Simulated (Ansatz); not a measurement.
(SrS)n off (charge -1): PBE-D4/def2-SVPD single points in Ansatz on relaxed structures, gas phase. Each cluster is the lowest isomer that a short search found in that spin, judged at the geometry's level, and lower ones may exist. Core potentials for Sr, no spin–orbit coupling. HOMO and LUMO are taken over both spins. A dash marks a value that wasn't run or was left out as unsound. The structures are stationary points that may keep the symmetry of their start. Remarks come from the PBE and PBE0 runs and from stability tests at other levels; not every state was tested. A HOMO above zero means that the electron is unbound at that level and held by the basis, or that self-interaction error raises the level; the energy of removing that electron tells which. HOMO above LUMO (over both spins in singlets and doublets, within one spin in higher multiplets; at PBE or PBE0), or a gap under 0.15 eV within one spin, warns that the state may not be the lowest or that an electron is smeared out.

| species | atoms | state | geometry | HOMO (eV) | LUMO (eV) | gap (eV) | point group (within 0.1 Å) | remarks |
| --- | --- | --- | --- | --- | --- | --- | --- | --- |
| SrS2⁻ | 3 | doublet | r2SCAN-D4/def2-TZVPD | -0.68 | -0.29 | 0.39 | D∞h | – |
| Sr2S2⁻ | 4 | doublet | PBE0-D4/def2-TZVPD | 0.46 | – | – | D2h | HOMO above zero at PBE or PBE0, gap within one spin near zero |
| Sr6S6⁻ | 12 | doublet | PBE-D4/def2-SVP | -0.64 | -0.27 | 0.37 | C2 | – |
